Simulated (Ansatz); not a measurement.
Gas-phase reaction R1 + R2 → P1 + P2, each structure at its B3LYP-D3(BJ)/def2-TZVP stationary point, reached from a drawn start (curvature not checked).
R1: CH3 (SMILES [CH3]), charge 0, multiplicity 2.
P1, CH4 (SMILES C) (charge 0, multiplicity 1, Z-matrix in Å and degrees):
```
C
H 1 1.0892
H 1 1.0892 2 109.47
H 1 1.0892 2 109.47 3 -120.00
H 1 1.0892 2 109.47 4 -120.00
```
R2: H2 (SMILES [H][H]), charge 0, multiplicity 1.
P2: H atom, charge 0, multiplicity 2.

P less R. No zero-point or thermal terms; singlets are restricted closed shells; open shells are unrestricted.

Frozen-core correlation throughout. CBS(a, b) extrapolates the correlation energy as X⁻³ and adds the Hartree–Fock energy of set b.

Run with Ansatz (an electronic-structure program). All values are computed, each at the level named.

The comparison value is -124.3 meV (CCSD(T)/CBS(aug-cc-pVTZ, aug-cc-pVQZ)). It is a level with limits of its own, not the exact answer.

**Question.** Order these levels by how close they come to the comparison value for the reaction energy, closest first: CAM-B3LYP/def2-TZVPPD, PBE0/def2-TZVPPD, PBE/def2-TZVPPD, HF/aug-cc-pVDZ, wB97X-V/def2-TZVPPD. Give each level's value less the comparison value.

**Answer.** HF/aug-cc-pVDZ (6.1 meV), CAM-B3LYP/def2-TZVPPD (25.5 meV), wB97X-V/def2-TZVPPD (-80.8 meV), PBE0/def2-TZVPPD (-91.3 meV), PBE/def2-TZVPPD (-112.5 meV)
